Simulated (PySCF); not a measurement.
| wavenumber (cm⁻¹) | absorption (km/mol per cm⁻¹) |
| --- | --- |
| 0 | 0.005 |
| 5 | 0.006 |
| 11 | 0.007 |
| 16 | 0.009 |
| 22 | 0.014 |
| 27 | 0.027 |
| 32 | 0.083 |
| 38 | 0.110 |
| 43 | 0.034 |
| 49 | 0.017 |
| 54 | 0.011 |
| 59 | 0.009 |
| 65 | 0.008 |
| 70 | 0.008 |
| 76 | 0.008 |
| 81 | 0.008 |
| 87 | 0.008 |
| 92 | 0.009 |
| 97 | 0.009 |
| 103 | 0.010 |
| 108 | 0.010 |
| 114 | 0.011 |
| 119 | 0.012 |
| 124 | 0.014 |
| 130 | 0.015 |
| 135 | 0.018 |
| 141 | 0.025 |
| 146 | 0.047 |
| 151 | 0.038 |
| 157 | 0.028 |
| 162 | 0.028 |
| 168 | 0.030 |
| 173 | 0.034 |
| 178 | 0.039 |
| 184 | 0.045 |
| 189 | 0.054 |
| 195 | 0.065 |
| 200 | 0.080 |
| 206 | 0.100 |
| 211 | 0.130 |
| 216 | 0.176 |
| 222 | 0.250 |
| 227 | 0.384 |
| 233 | 0.658 |
| 238 | 1.357 |
| 243 | 3.866 |
| 249 | 11.918 |
| 254 | 4.700 |
| 260 | 1.550 |
| 265 | 0.724 |
| 270 | 0.413 |
| 276 | 0.266 |
| 281 | 0.185 |
| 287 | 0.136 |
| 292 | 0.104 |
| 297 | 0.082 |
| 303 | 0.067 |
| 308 | 0.055 |
| 314 | 0.046 |
| 319 | 0.039 |

This is the computed harmonic infrared spectrum of singlet ClBr3, Lorentzian lines of 8 cm⁻¹ full width. Computed with B3LYP/[Cl def2-SVP, Br def2-SVP], no relativity, density fitting, PySCF.

Problem. Which bands make it up, and how are they assigned?

Solution. In D3h symmetry, counting bands above 1 % of the strongest: 36 cm⁻¹ (e', 1.7 km/mol); 249 cm⁻¹ (e', 151 km/mol).

Other isomers or separated fragments may lie lower.
